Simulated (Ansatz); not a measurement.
## GeH6Si2: where a starting geometry ends

The starting geometry of this gas-phase singlet was optimised with GFN2-xTB; its bonds are those of `[SiH3][SiH2][GeH]`.

```yaml
atoms:
  - { symbol: Ge, position_ang: [0.1434, -0.4133, -1.8721] }
  - { symbol: Si, position_ang: [2.1025, 1.0495, 1.2010] }
  - { symbol: Si, position_ang: [0.0044, 0.5766, 0.3205] }
  - { symbol: H, position_ang: [2.1137, 1.5558, 2.5735] }
  - { symbol: H, position_ang: [2.8128, 2.0377, 0.3857] }
  - { symbol: H, position_ang: [2.9441, -0.1546, 1.2010] }
  - { symbol: H, position_ang: [-0.7086, -0.3113, 1.2678] }
  - { symbol: H, position_ang: [-0.8099, 1.8057, 0.3881] }
  - { symbol: H, position_ang: [0.8597, 0.9425, -2.3977] }
```

Problem. Where would you expect an optimisation with PBE-D3(BJ)/def2-SVP to take it?

Solution. A new bond forms, giving a structure with H6 bridging Si2 and Ge1, given below by its coordinates. Distances that change by over a tenth: Si2–H6 (1.47 → 1.63 Å). Contacts that close: Ge1–H6 (4.17 → 1.88 Å).

The energy falls by 0.43 eV over 33 steps:

| step | E − E(last) (eV) |
| --- | --- |
| 1 | 0.434 |
| 5 | 0.303 |
| 8 | 0.295 |
| 12 | 0.294 |
| 15 | 0.294 |
| 19 | 0.293 |
| 22 | 0.251 |
| 26 | 0.047 |
| 29 | 0.000 |
| 33 | 0.000 |

Final geometry (Å):

```xyz
9

Ge    1.1207   -0.6256   -1.0276
Si    1.8849    1.1537    1.0239
Si   -0.3153    0.7227    0.4575
H     2.4495    0.6045    2.3033
H     2.5691    2.4171    0.5940
H     2.5340    0.0400    0.0253
H    -1.0637    0.0719    1.5857
H    -1.0162    1.9509   -0.0462
H     1.2993    0.7533   -1.8478
```

Frequencies at the end are all real (lowest 220 cm⁻¹). Run with Ansatz 0.2.0, 39 s on 2 threads of Intel(R) Xeon(R) Processor @ 2.70GHz (shared host).
